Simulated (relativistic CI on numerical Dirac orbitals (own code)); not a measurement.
A reference radial Dirac CI calculation of F²⁺ gave the lowest total energy -97.68075 Ha in 51 SCF steps, from this input:

```
atom F  Z=9  charge=2  electrons=7
nucleus A=19  rms_radius_fm=2.8976
hamiltonian dirac-coulomb  breit=on  qed=on  c_scale=1
orbitals kli  potential=per-configuration
slater_scale 1
correlation none
mixing on
grid step=0.0125 r_max=34.3
scf mixing=0.4 start=green max_iterations=150 tolerance=2e-08 node_fill=0.05
configurations
  [He] 2s2 2p3
  [He] 2s 2p4
  [He] 2p5
  [He] 2s2 2p2 3s
  [He] 2s2 2p2 3p
end
```

One setting was then changed (and the iteration limit cut to 83), and the output read:

```
SCF 1: [He] 2s2 2p3
 iter      energy (Ha)   residual   last orbital (Ha)
    1       -96.615689   7.84e-01     -3.28952
    2       -97.326150   3.77e-01     -2.66856
    3       -97.526899   1.30e-02     -2.20823
    4       -97.527616   8.63e-03     -2.23241
    5       -97.527689   4.13e-04     -2.23147
    6       -97.527689   1.52e-04     -2.23094
    7       -97.527688   4.27e-06     -2.23065
    8       -97.527688   1.03e-07     -2.23064
    9       -97.527688   3.27e-08     -2.23064
   10       -97.527688   2.57e-10     -2.23064
SCF 2: [He] 2s 2p4
 iter      energy (Ha)   residual   last orbital (Ha)
    1       -95.655838   8.36e-01     -3.28952
    2       -96.513129   3.92e-01     -2.60923
    3       -96.740253   1.75e-02     -2.12766
    4       -96.741287   8.26e-03     -2.15553
    5       -96.741335   9.31e-04     -2.15832
    6       -96.741336   2.18e-04     -2.15704
    7       -96.741336   1.24e-06     -2.15663
    8       -96.741336   3.39e-07     -2.15663
    9       -96.741336   3.30e-08     -2.15663
   10       -96.741336   9.52e-10     -2.15663
SCF 3: [He] 2p5
 iter      energy (Ha)   residual   last orbital (Ha)
    1       -94.480664   8.85e-01     -3.28952
    2       -95.528722   4.01e-01     -2.55192
    3       -95.780403   2.19e-02     -2.06184
    4       -95.782445   7.32e-03     -2.09129
    5       -95.782543   1.58e-03     -2.09676
    6       -95.782544   5.44e-04     -2.09505
    7       -95.782542   1.05e-04     -2.09394
    8       -95.782543   5.71e-06     -2.09408
      ... 13 steps not shown
SCF 5: [He] 2s2 2p2 3p
 iter      energy (Ha)   residual   last orbital (Ha)
    1       -95.589361   6.69e-01     -0.83072
    2       -95.928128   3.35e-01     -0.75104
    3       -96.024843   1.72e-02     -0.68689
    4       -96.026671   9.50e-03     -0.68181
    5       -96.026729   7.13e-04     -0.67878
    6       -96.026719   4.39e-05     -0.67856
    7       -96.026722   1.24e-05     -0.67854
    8       -96.026722   2.61e-07     -0.67854
    9       -96.026722   1.64e-07     -0.67854
   10       -96.026722   7.69e-10     -0.67854
orbital energies (Ha): 1s -26.6107  2s -2.9372  2p1/2 -2.2338  2p3/2 -2.2306
configuration averages (Ha): Dirac-Coulomb, Breit, QED
  2s2 2p3                        -97.527688    0.011084    0.007389
  2s 2p4                         -96.741336    0.011029    0.007146
  2p5                            -95.782543    0.011010    0.006906
  2s2 2p2 3s                     -96.182714    0.010853    0.007477
  2s2 2p2 3p                     -96.026722    0.010830    0.007441
levels: no., configuration, term, J, E (cm-1), weight
   1 2s2 2p3                2P*  3/2              0.0  0.50
   2 2s2 2p3                2P*  1/2            552.5  1.00
   3 2s2 2p3                4S*  3/2            573.3  0.54
   4 2s2 2p3                2D*  5/2            663.6  1.00
   5 2s2 2p3                2P*  3/2           1134.8  0.45
   6 2s 2p4                 4P   5/2         172900.3  0.68
   7 2s 2p4                 2P   3/2         172919.4  0.56
   8 2s 2p4                 2S   1/2         172947.6  0.66
   9 2s 2p4                 2D   5/2         173418.9  0.68
  10 2s 2p4                 2D   3/2         173443.4  0.61
  11 2s 2p4                 4P   3/2         173463.6  0.88
  12 2s 2p4                 2P   1/2         173469.0  0.66
  13 2s 2p4                 4P   1/2         174003.3  0.43
  14 2s2 2p2 3s             4P   1/2         295068.6  0.45
lowest total energy -97.512655 Ha
end: converged
```

(1) Which setting was changed?
A. Slater scale
B. charge
C. SCF mixing
D. Breit term

## Answers

(1) A. The Slater scale 0. This setting is bad on purpose; its numbers may not be properties of the ion.
